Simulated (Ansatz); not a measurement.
`C[O][GeH]([Cl])[SeH]` + `CC(C)=N` → `CC(=N)C[SeH]` + `C[O][GeH2][Cl]`  (formal exchange of groups at the Se–Ge bond)

Gas-phase electronic energies from Ansatz, PBE0-D4/def2-TZVP geometries. CCSD(T)/CBS is the MP2 limit (def2-TZVPP, def2-QZVPP) plus CCSD(T) − MP2 in def2-TZVPP, frozen cores. For Ge, Se outer-core shells are correlated without core-valence functions, which leaves a few kJ/mol of doubt a bond. Scalar relativity is left out up to krypton. Each species was taken in one conformer, which may not be the lowest.

```json
{"species": "`C[O][GeH]([Cl])[SeH]`", "HF/def2-QZVPP energy (Eh)": "-5050.61250"}
{"species": "`CC(C)=N`", "HF/def2-QZVPP energy (Eh)": "-172.19543"}
{"species": "`CC(=N)C[SeH]`", "HF/def2-QZVPP energy (Eh)": "-2572.07777"}
{"species": "`C[O][GeH2][Cl]`", "HF/def2-QZVPP energy (Eh)": "-2650.68383"}
```

Work out ΔE.

ΔE = (-2572.07777) + (-2650.68383) − (-5050.61250) − (-172.19543) = 0.04633 Eh = +29.1 kcal/mol. CCSD(T)/CBS gives +29.2 kcal/mol.

Largest T1 diagnostic among the species: 0.011.
